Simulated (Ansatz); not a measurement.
Born–Oppenheimer molecular dynamics of ClH$_{7}$Si$_{3}$ (11 atoms, charge 0, multiplicity 1). It starts from a relaxed structure.

Theory: RHF/def2-SVP in Ansatz 0.2.0.

```json
{"ensemble": "NVE (velocity Verlet)", "time step": "2 fs", "steps asked": "40", "starting velocities drawn for": "1500 K", "seed": "332205"}
```

First frame:

```xyz
11
Properties=species:S:1:pos:R:3
Si 0.103 -0.177 0.192
H 0.291 -0.455 1.634
Si 2.198 0.168 -0.857
H 3.021 -1.061 -0.731
H 1.981 0.461 -2.294
H 2.906 1.303 -0.220
Cl -0.976 1.620 0.033
Si -1.210 -1.872 -0.813
H -2.522 -1.972 -0.132
H -1.416 -1.546 -2.244
H -0.499 -3.171 -0.709
```

How far do the bonds stretch over the last three quarters of this one trajectory? (Pairs bonded in most of those frames.)


| bond | mean (Å) | spread (Å) | shortest | longest |
| --- | --- | --- | --- | --- |
| Si1–H2 | 1.506 | 0.073 | 1.39 | 1.61 |
| Si1–Si3 | 2.436 | 0.097 | 2.32 | 2.57 |
| Si1–Cl7 | 2.117 | 0.037 | 2.05 | 2.17 |
| Si1–Si8 | 2.393 | 0.048 | 2.28 | 2.46 |
| Si3–H4 | 1.485 | 0.027 | 1.45 | 1.53 |
| Si3–H5 | 1.482 | 0.039 | 1.43 | 1.54 |
| Si3–H6 | 1.500 | 0.091 | 1.37 | 1.63 |
| Si8–H9 | 1.496 | 0.059 | 1.40 | 1.58 |
| Si8–H10 | 1.525 | 0.127 | 1.32 | 1.69 |
| Si8–H11 | 1.494 | 0.066 | 1.40 | 1.59 |

Mean temperature of the second half: 569 K. The conserved energy wandered by up to 15.0 meV per atom (net 9.5 meV per atom), which is poor conservation. A step of 2 fs is long for free X–H stretches (periods near 10 fs) and can bias their spread and the temperature. A run of 0.08 ps of so small a system gives no equilibrium averages.

Time of the run: 63 s on 1 thread of Intel(R) Xeon(R) 6975P-C (Granite Rapids), on a shared host, peak memory 0.24 GiB.
